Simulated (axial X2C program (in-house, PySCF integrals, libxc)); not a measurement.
## Which molecule has these constants?

All values come from calculations with an in-house all-electron X2C program for linear molecules (integrals from PySCF), spin-free (one-electron X2C) or two-component (2c: spin–orbit coupling with atomic mean-field Coulomb and Gaunt terms, which also bring small scalar terms), in Dyall basis sets with cores contracted in-house; open shells are unrestricted.

A two-component PBE0 calculation in a Dyall 3-zeta basis gave Re = 4.655 Å, ωe = 47.6 cm⁻¹, De = 0.55 eV, Ω = 1/2.

Task: Which molecule is it?
A. KH⁻
B. NaK⁻
C. KRb⁻
D. LiK⁻

Result: C. The others have NaK⁻ 3.978 Å and 79.6 cm⁻¹ (Ω = 1/2); KH⁻ 2.366 Å and 797.1 cm⁻¹ (Ω = 1/2); LiK⁻ 3.786 Å and 134.9 cm⁻¹ (Ω = 1/2).

Each entry is the lowest single determinant of a limited PBE0 search at one distance. De goes to single-determinant-based atoms at the same level (for ions the charge split of lowest energy) and is withheld (n/a) where an atom does not fit its ground term or J level. Main or longest-lived isotopes. One determinant is a doubtful description, or other states lie close, for KRb⁻, KH⁻, LiK⁻; these need not be ground states, and all values refer to the states named.
